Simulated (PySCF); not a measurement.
C4H5FN2.
Cartesian coordinates in Å at the PBE0-D3(BJ)/def2-SVP level; atoms count from 1:
```xyz
12
C4H5FN2 angstrom
C     -1.8344    0.1011   -0.2949
N     -0.4214    0.0879   -0.0279
C      0.4388   -0.9476   -0.1579
C      1.6974   -0.4739    0.1671
C      1.4487    0.8765    0.4740
F      2.3399    1.7684    0.8519
N      0.1850    1.2142    0.3563
H     -2.1792   -0.9288   -0.4503
H     -2.3688    0.5376    0.5600
H     -2.0564    0.6974   -1.1928
H      0.1021   -1.9351   -0.4677
H      2.6419   -1.0094    0.1891
```

Theory: TDDFT wB97X-D/def2-SVPD, vertical, gas phase, core orbitals frozen in the response (PySCF 2.14.0, density-fitted response routines).

Computed states:

```csv
state,E (eV),f
S1,6.53,0.139
S2,7.07,0.097
S3,7.23,0.021
S4,7.39,0.0012
S5,7.49,0.027
S6,7.84,0.0091
```

Each state is given a Gaussian of 0.4 eV full width at half maximum, with ε(max) = 2.175×10⁸ f / Δν̃ (Δν̃ the width in cm⁻¹). The width is an assumption, not a result. The curve ends short of the highest state used, and states not computed would add to its high-energy end.

Task: What does the envelope look like, and where are its maxima?

Result: 
| E (eV) | ε (L mol⁻¹ cm⁻¹) |
| --- | --- |
| 5.93 | 18 |
| 5.98 | 49 |
| 6.02 | 102 |
| 6.07 | 236 |
| 6.11 | 434 |
| 6.16 | 862 |
| 6.20 | 1403 |
| 6.25 | 2383 |
| 6.29 | 3422 |
| 6.34 | 4974 |
| 6.38 | 6305 |
| 6.43 | 7846 |
| 6.47 | 8784 |
| 6.52 | 9370 |
| 6.56 | 9292 |
| 6.61 | 8566 |
| 6.65 | 7636 |
| 6.70 | 6336 |
| 6.74 | 5421 |
| 6.79 | 4688 |
| 6.83 | 4528 |
| 6.88 | 4854 |
| 6.92 | 5436 |
| 6.97 | 6337 |
| 7.01 | 7009 |
| 7.06 | 7565 |
| 7.10 | 7680 |
| 7.15 | 7391 |
| 7.19 | 6873 |
| 7.24 | 6016 |

Maxima: 190 nm (6.53 eV), ε about 9400, made up of S1 (100%); 175 nm (7.09 eV), ε about 7700, made up of S2 (84%) and S3 (14%) (ε in L mol⁻¹ cm⁻¹; maxima over ε = 5, shares over 10%).

Task: Coming from long wavelengths, where does ε first pass 100 L mol⁻¹ cm⁻¹?

Result: At about 206 nm (6.02 eV), 0.51 eV below S1.

Task: On this curve, what absorbance would a 10⁻³ mol/L sample give at 193 nm over a 1 cm path?

Result: 193 nm is 6.424 eV, where ε is about 7700 L mol⁻¹ cm⁻¹, so A = ε c l ≈ 7.7 (Beer–Lambert, with the gas-phase spectrum and the assumed width).

Task: What would ε be at 6.53 eV, the highest of these maxima, with half the width (0.2 eV)?

Result: About 18700 L mol⁻¹ cm⁻¹ against 9400, a factor of about 1.99; a lone state at its own centre would give exactly 2.
